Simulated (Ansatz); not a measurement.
Question: Name a neutral molecule of B, C, F, O, Si and H with size of the dipole moment (B3LYP/def2-TZVPP) between 1.30 and 1.60 D and HOMO energy (B3LYP/def2-TZVPP) between -8.05 and -7.75 eV (Ansatz, PBE0-D4/def2-TZVP geometry).

Answer: `B[Si](C)(O)F` (1.57 D, -7.85 eV); `B[SiH2]C(O)F` (1.42 D, -7.99 eV). Other molecules can fit too; these were computed, each in one conformer that needn't be the lowest.

B3LYP here is the variant with VWN-RPA as its local correlation; programs differ in this.
